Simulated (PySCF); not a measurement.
SMILES CCOC1=CCO[C@@H]1F, C6H9FO2

Molfile (atoms numbered from 1):
```
C6H9FO2
     RDKit          3D

 18 18  0  0  0  0  0  0  0  0999 V2000
    3.0710    0.1095    0.4368 C   0  0  0  0  0  0  0  0  0  0  0  0
    1.6831    0.3544   -0.1288 C   0  0  0  0  0  0  0  0  0  0  0  0
    0.7508   -0.3646    0.6659 O   0  0  0  0  0  0  0  0  0  0  0  0
   -0.5382   -0.2362    0.3294 C   0  0  0  0  0  0  0  0  0  0  0  0
   -1.1715    0.4169   -0.6426 C   0  0  0  0  0  0  0  0  0  0  0  0
   -2.6431    0.1661   -0.5137 C   0  0  0  0  0  0  0  0  0  0  0  0
   -2.7499   -0.8490    0.4885 O   0  0  0  0  0  0  0  0  0  0  0  0
   -1.5804   -0.9115    1.1971 C   0  0  2  0  0  0  0  0  0  0  0  0
   -1.7003   -0.1906    2.3876 F   0  0  0  0  0  0  0  0  0  0  0  0
    3.2932   -0.9537    0.4262 H   0  0  0  0  0  0  0  0  0  0  0  0
    3.8103    0.6361   -0.1596 H   0  0  0  0  0  0  0  0  0  0  0  0
    3.1209    0.4629    1.4626 H   0  0  0  0  0  0  0  0  0  0  0  0
    1.6176    0.0057   -1.1682 H   0  0  0  0  0  0  0  0  0  0  0  0
    1.4361    1.4236   -0.1049 H   0  0  0  0  0  0  0  0  0  0  0  0
   -0.7656    1.0322   -1.4199 H   0  0  0  0  0  0  0  0  0  0  0  0
   -3.1905    1.0658   -0.2012 H   0  0  0  0  0  0  0  0  0  0  0  0
   -3.0970   -0.2236   -1.4293 H   0  0  0  0  0  0  0  0  0  0  0  0
   -1.3553   -1.9377    1.5092 H   0  0  0  0  0  0  0  0  0  0  0  0
  1  2  1  0
  2  3  1  0
  3  4  1  0
  4  5  2  0
  5  6  1  0
  6  7  1  0
  7  8  1  0
  8  9  1  0
  8  4  1  0
  1 10  1  0
  1 11  1  0
  1 12  1  0
  2 13  1  0
  2 14  1  0
  5 15  1  0
  6 16  1  0
  6 17  1  0
  8 18  1  1
M  END
```

Theory: GIAO KT1/6-31G* magnetisability, rotational g tensor and spin-rotation constants, non-relativistic, gas phase (PySCF). Geometry: GFN2-xTB.

Problem. Give the nuclear spin-rotation constants along the inertial axes (H = +C I·J) beside the isotropic shieldings.

Solution. Rotational constants 3.4258, 0.9762, 0.8152 GHz. A star marks the isotopologue with that one atom substituted, in its own axes.
| atom | isotope | Caa (kHz) | Cbb (kHz) | Ccc (kHz) | mean (kHz) | σ (ppm) |
| --- | --- | --- | --- | --- | --- | --- |
| F9 | 19F | 2.859 | 1.062 | 0.902 | 1.608 | 296.1 |
| H10 | 1H | -0.370 | -0.106 | 0.010 | -0.155 | 30.9 |
| H11 | 1H | -0.090 | -0.074 | -0.092 | -0.086 | 31.3 |
| H12 | 1H | -0.378 | -0.015 | -0.063 | -0.152 | 30.8 |
| H13 | 1H | -0.343 | 0.003 | -0.050 | -0.130 | 28.2 |
| H14 | 1H | -0.335 | -0.100 | 0.034 | -0.134 | 28.2 |
| H15 | 1H | -0.180 | 0.006 | -0.093 | -0.089 | 28.1 |
| H16 | 1H | -0.213 | -0.104 | 0.026 | -0.097 | 27.2 |
| H17 | 1H | -0.249 | -0.012 | -0.050 | -0.104 | 27.7 |
| H18 | 1H | -0.316 | -0.043 | 0.018 | -0.114 | 25.9 |
| C1 | 13C* | 0.400 | 0.116 | 0.109 | 0.208 | 180.1 |
| C2 | 13C* | 0.617 | 0.188 | 0.177 | 0.328 | 131.3 |
| O3 | 17O* | -0.569 | -0.176 | -0.074 | -0.273 | 218.4 |
| C4 | 13C* | 1.430 | 0.288 | 0.193 | 0.637 | 54.3 |
| C5 | 13C* | 1.078 | 0.236 | 0.103 | 0.472 | 112.3 |
| C6 | 13C* | 0.736 | 0.175 | 0.185 | 0.365 | 124.6 |
| O7 | 17O* | -0.341 | -0.152 | -0.108 | -0.200 | 238.3 |
| C8 | 13C* | 0.875 | 0.263 | 0.216 | 0.451 | 87.2 |

For the geometry as given, no vibrational averaging.
